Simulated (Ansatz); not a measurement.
Species: Si₂Cl₆ (charge 0, singlet). 
Coordinates optimised at B3LYP-D3(BJ)/def2-TZVP (Ansatz, a program for electronic structure):
SMILES: Cl[Si](Cl)(Cl)[Si](Cl)(Cl)Cl
```xyz
8

Cl    -1.4391    -1.5131     1.6558
Si    -1.1371    -0.2313     0.0933
Cl    -2.1547     1.5094     0.4255
Cl    -1.7949    -1.0922    -1.6393
Si     1.1371     0.2313    -0.0933
Cl     1.7949     1.0922     1.6393
Cl     2.1547    -1.5094    -0.4255
Cl     1.4391     1.5131    -1.6558
```

Basis-set convergence of Hartree-Fock and CCSD(T) correlation energies (hartree) with Ansatz. Cores are frozen in the correlated levels unless marked. Spin-orbit coupling is left out. Non-relativistic.

```csv
basis,functions,E(HF),"E(corr, CCSD(T))"
cc-pV(D+d)Z,184,-3335.22763,-1.10357
cc-pV(T+d)Z,312,-3335.35662,-1.50582
cc-pV(Q+d)Z,512,-3335.38407,-1.64697
```

Extrapolating the two largest sets (X = 3 and 4) as X^-3: E(corr) = (64·(-1.64697) - 27·(-1.50582))/37 = -1.7500 Eh, an estimate of the basis-set limit. The largest set recovers 94.1 % of it, the smallest 63.1 %.
